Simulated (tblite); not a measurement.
Species: C2H7Cl3P2Si.
Geometry (GFN2-xTB, Å), atoms numbered from 1 in this order:
```xyz
15
C2H7Cl3P2Si angstrom
P     -1.1406   -0.5240    2.0112
Si    -0.7276    0.0291   -0.1397
P     -1.8607    1.9006   -0.7345
Cl    -0.9448   -1.5204   -1.4662
C      1.1223    0.5503   -0.2426
C      2.0466   -0.6239   -0.0876
Cl     1.7257   -1.4617    1.4494
Cl     3.7579   -0.1108   -0.1157
H     -2.5096   -0.2949    1.9271
H     -1.2954   -1.8790    1.7710
H     -1.6691    1.7174   -2.0934
H     -3.0932    1.2724   -0.7628
H      1.3238    1.2793    0.5428
H      1.3334    1.0335   -1.1972
H      1.9269   -1.3601   -0.8840
```

Computed values, GFN2-xTB/tblite, gas phase, harmonic and unscaled. This tight-binding method is rough: wavenumbers can miss measured ones by several per cent, in bad cases by 10 to 20. Modes of hydrogen on phosphorus can be 10 to 20 % off. One conformer, not necessarily the lowest.

Harmonic wavenumbers (cm⁻¹): 26.1, 60.7, 70.0, 87.0, 94.7, 108.7, 121.8, 149.8, 186.6, 213.8, 233.2, 283.4, 366.8, 375.5, 490.5, 495.4, 620.3, 668.7, 677.5, 684.7, 702.2, 722.7, 748.7, 800.0, 1054.3, 1111.3, 1129.8, 1134.5, 1170.2, 1209.3, 1259.0, 1447.5, 2283.4, 2304.9, 2363.5, 2382.8, 2946.9, 2981.8, 2992.2.

A = 935.1, B = 454.5, C = 411.6 MHz; mass 225.886 u (most abundant isotopes); point group C1, symmetry number 1.

Q: What is the zero-point energy?

A: ½Σν̃ = 18380 cm⁻¹ = 52.55 kcal/mol.

Q: Entropy at 298.15 K, 1 bar (ideal gas, RRHO, classical rotation)?

A: Translation 42.17, rotation 31.89, vibration 45.00: S = 119.1 cal/(mol K).

Q: And Cp and H(298.15 K) − H(0)?

A: Cp = 44.74 cal/(mol K), of which vibrations give 36.79 (their classical limit is 39 R = 77.5); H(298.15 K) − H(0) = 8.84 kcal/mol without the zero-point energy, 6.48 from vibrations.

Q: What must be added to the electronic energy to get the Gibbs energy at 298.15 K and 1 bar?

A: ZPE + [H(298.15 K) − H(0)] − T·S = 52.55 + 8.84 − 35.50 = 25.89 kcal/mol.

Q: Which modes carry the vibrational entropy at 298.15 K?

A: 26.1 cm⁻¹: 6.11; 60.7 cm⁻¹: 4.43; 70.0 cm⁻¹: 4.15; 87.0 cm⁻¹: 3.73; 94.7 cm⁻¹: 3.56; 108.7 cm⁻¹: 3.29 cal/(mol K); the other 33 give 19.73 together.

Q: How do the functions run with temperature in this model?

A: 
| T (K) | S (cal/(mol K)) | Cp (cal/(mol K)) | H − H(0) (kcal/mol) | G − H(0) (kcal/mol) | ln q(vib) |
| --- | --- | --- | --- | --- | --- |
| 50 | 66.5 | 18.0 | 0.61 | -2.72 | 1.22 |
| 100 | 81.6 | 25.9 | 1.72 | -6.44 | 3.52 |
| 373.15 | 129.7 | 50.0 | 12.40 | -35.99 | 14.37 |
| 500 | 145.3 | 56.9 | 19.21 | -53.46 | 18.47 |
| 750 | 170.2 | 65.8 | 34.63 | -93.04 | 25.47 |
| 1000 | 190.0 | 71.4 | 51.84 | -138.15 | 31.41 |

q(vib) and H(0) count from the zero-point level.

Hindered rotation and anharmonicity are outside this model. Other conformers, if any are populated, would add a mixing term that is left out. The structure is chiral; the term R ln 2 for an equal mix with its mirror image is left out.

On one thread, AMD EPYC 7R43 (x86_64), on a shared host, this took 1.8 s wall. This covers the Hessian and the dipole derivatives.
